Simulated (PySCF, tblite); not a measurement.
Isomers of C5H4Cl2O2S2, one GFN2-xTB conformer each. Single-point energies are computed at PBE0/pcSseg-1 (PySCF, gas phase, no added dispersion term), electronic only.

Question: Rank them by PBE0/pcSseg-1 energy, lowest first (kcal/mol).
A. `[CH3:1][c:2]1[cH:3][c:4]([S:5](=[O:6])(=[O:7])[Cl:8])[s:9][c:10]1[Cl:11]` with C3–C4–S5–O6 157°
B. `[CH3:1][c:2]1[cH:3][c:4]([Cl:5])[s:6][c:7]1[S:8](=[O:9])(=[O:10])[Cl:11]` with S6–C7–S8–O9 -143°
C. `[CH3:1][c:2]1[s:3][c:4]([S:5](=[O:6])(=[O:7])[Cl:8])[cH:9][c:10]1[Cl:11]` with S3–C4–S5–O6 160°

Answer: C (0.0), A (2.4), B (2.8).

Neighbours under 2.5 kcal/mol apart (Cc1sc(S(=O)(=O)Cl)cc1Cl and Cc1cc(S(=O)(=O)Cl)sc1Cl; Cc1cc(S(=O)(=O)Cl)sc1Cl and Cc1cc(Cl)sc1S(=O)(=O)Cl) can change places with a better method, another conformer or zero-point energy. GFN2-xTB itself gives, in the same order: 0.6, 2.4, 0.0. GFN2-xTB puts Cc1cc(Cl)sc1S(=O)(=O)Cl lowest instead; measured from each level's own lowest isomer, the values differ by up to 2.8 kcal/mol (Cc1cc(Cl)sc1S(=O)(=O)Cl: 0.0 against 2.8).

Question: Which frontier levels, dipoles and rotational constants go with these structures?

Answer: 
```tsv
SMILES	HOMO (eV, PBE0/pcSseg-1)	LUMO (eV)	dipole (D)	A, B, C (MHz)
Cc1sc(S(=O)(=O)Cl)cc1Cl	-7.64	-2.30	4.84	1253, 379.7, 339.3
Cc1cc(S(=O)(=O)Cl)sc1Cl	-7.62	-2.34	4.82	1365, 368.8, 338.6
Cc1cc(Cl)sc1S(=O)(=O)Cl	-7.64	-2.28	4.40	1336, 395.0, 354.9
```

Question: What happens when harmonic zero-point energies from GFN2-xTB frequencies are added?

Answer: 
| SMILES | ZPE (kcal/mol) | electronic (kcal/mol) | with ZPE (kcal/mol) |
| --- | --- | --- | --- |
| Cc1sc(S(=O)(=O)Cl)cc1Cl | 52.3 | 0.0 | 0.0 |
| Cc1cc(S(=O)(=O)Cl)sc1Cl | 52.4 | 2.4 | 2.5 |
| Cc1cc(Cl)sc1S(=O)(=O)Cl | 52.6 | 2.8 | 3.0 |

The zero-point energies span 0.3 kcal/mol. The order is unchanged.

Question: As an exercise, what shares would exp(−E/RT) give at 500 K from these electronic energies alone (no entropy, no degeneracies)?

Answer: RT = 0.994 kcal/mol: Cc1sc(S(=O)(=O)Cl)cc1Cl 86.7 %, Cc1cc(S(=O)(=O)Cl)sc1Cl 7.9 %, Cc1cc(Cl)sc1S(=O)(=O)Cl 5.4 %.
